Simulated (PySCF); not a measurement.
C2H8O2Si2, SMILES [C@H]1(C)O[Si@H](O)[SiH2]1. Atoms are numbered in the order given.

```xyz
14

C     -2.3615    -0.5661     0.8082
C     -0.9696     0.0252     0.9620
O      0.0335    -0.9856     0.6642
Si     0.9142    -0.4604    -0.6778
O      2.5505    -0.3670    -0.4142
Si    -0.4783     1.3679    -0.3460
H     -3.1317     0.1613     1.1117
H     -2.5553    -0.8557    -0.2378
H     -2.4623    -1.4683     1.4325
H     -0.8185     0.3583     2.0040
H      0.8018    -1.3604    -1.8506
H      2.8416     0.1804     0.3224
H      0.1008     2.6167     0.2345
H     -1.5642     1.7293    -1.3042
```

Geometry: ωB97X-D3(BJ)/def2-SVP. The structure was generated by enumeration; whether it is a known compound was not checked. The values are those of a single conformer.

All values below come from SMD-PBE0/6-31G* (PySCF).

Solvation free energies are E(SMD) − E(gas) at the gas-phase geometry, for 1 M in both phases. In vacuum the dipole moment is 2.08 D.

Computed solvation free energies in water, 1-octanol, acetonitrile:
```csv
solvent,ΔG(solv) (kcal/mol),its non-electrostatic (CDS) part,dipole (D)
water,-5.4,3.5,2.96
1-octanol,-6.6,0.5,2.76
acetonitrile,-5.6,-0.7,2.65
```
